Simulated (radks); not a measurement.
Q: The ytterbium ion Yb3.1+, 66.9 electrons, occupied as [Xe] 4f12.9 (fractional occupations, a model configuration). All-electron calculation, scalar-relativistic Kohn-Sham, r2SCAN, spin-unpolarised, spherical densities, finite nucleus; meta-GGA in the generalised Kohn-Sham scheme; Fermi nuclear charge, rms radius 5.3108 fm. Program: a radial shooting solver on a logarithmic mesh with Libxc functionals. Some entries of the table are withheld. Estimate them.

orbital,occ.,eigenvalue (Ry),r(max) (bohr),<r> (bohr)
1s,2,-4509.002,0.01237,0.01966
2s,2,-767.9087,0.07055,0.08332
2p,6,-676.8924,0.05756,0.07415
3s,2,-175.8394,0.1992,0.2165
3p,6,-148.2670,(1),0.2161
3d,10,-114.6551,0.1605,0.1961
4s,2,-37.09753,0.4552,0.4877
4p,6,-27.99784,0.4761,0.5176
4d,10,-15.96042,0.4908,0.5587
5s,2,-6.54448,1.063,1.187
5p,6,-4.38379,(2),1.381
4f,12.9,-2.78646,0.4813,0.7261

A: 
(1) 3p r(max) (bohr): 0.1964
(2) 5p r(max) (bohr): 1.208
